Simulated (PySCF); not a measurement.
**A survey of $^{33}$S NMR shifts**

[PySCF 2.14.0 with density-fitted response routines: shieldings: GIAO PBE0/pcSseg-1; GFN2-xTB geometry; no solvent; averaged over atoms made equivalent by symmetry, fast rotation or ring inversion; non-relativistic; single conformer]

Shieldings were converted by a linear fit to measured shifts: $^{33}$S: δ = 158.28 − 0.937σ (rms 33.3 ppm, 20 shifts vs sulfate, solution or neat liquid). Occasional misses reach two or three times the rms, and more in compound classes unlike the fitted ones.

Task: Give the $^{33}$S shifts of `C#C/C=C\SC`, `CS[SiH2]/C=C\[SiH3]`, `CCC(C)(C)SC`.

Result: 
```
           compound             environment  δ (ppm)
         C#C/C=C\SC          sulfide sulfur     -260
CS[SiH2]/C=C\[SiH3]  sulfur bonded to C, Si     -501
        CCC(C)(C)SC          sulfide sulfur     -310
```

Task: Match the shifts -282, -332, -440, -501 ppm to `[SiH3]S[C@H]1CC[SiH2]1`, `C#CC(=C)SC`, `CS[SiH2]/C=C\[SiH3]`, `CCC[C@H](C)SC`.

Result: -282: C#CC(=C)SC (sulfide sulfur); -332: CCC[C@H](C)SC (sulfide sulfur); -440: [SiH3]S[C@H]1CC[SiH2]1 (sulfur bonded to C, Si); -501: CS[SiH2]/C=C\[SiH3] (sulfur bonded to C, Si).
